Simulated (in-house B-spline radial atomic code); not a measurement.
A fraction x of an electron is moved 3d → 4d in the rhodium ion Rh³⁺, starting from [Kr] 4d6 and keeping the highest spin. Level of theory: scalar-relativistic (X2C) BLYP, spin-polarised, spherical fractional occupations, Fermi nucleus of rms radius 4.4945 fm; calculated with a B-spline radial code for spherical atoms.

```csv
x,E(x) - E(0) (eV),3d down level (eV),4d down level (eV)
0,0.0000,-336.604,-37.573
0.125,37.5272,-339.307,-37.902
0.25,?,?,?
0.375,113.4716,-344.705,-38.557
0.5,151.8882,-347.401,-38.883
0.625,190.6009,-350.093,-39.208
0.75,?,?,?
0.875,268.9138,-355.471,-39.855
1,308.5136,-358.156,-40.176
```

Question: What belongs in the row x = 0.25?

Answer: An energy change of 75.3512 eV; 3d down at -342.007 eV, 4d down at -38.230 eV.

Question: What belongs in the row x = 0.75?

Answer: An energy change of 229.6095 eV; 3d down at -352.784 eV, 4d down at -39.532 eV.

Question: Check Janak's theorem between x = 0.375 and 0.5.

Answer: The slope of the energy is 307.33 eV; the orbital levels give 307.33 eV (ε of the receiving orbital less ε of the emptying one, averaged over the two points).
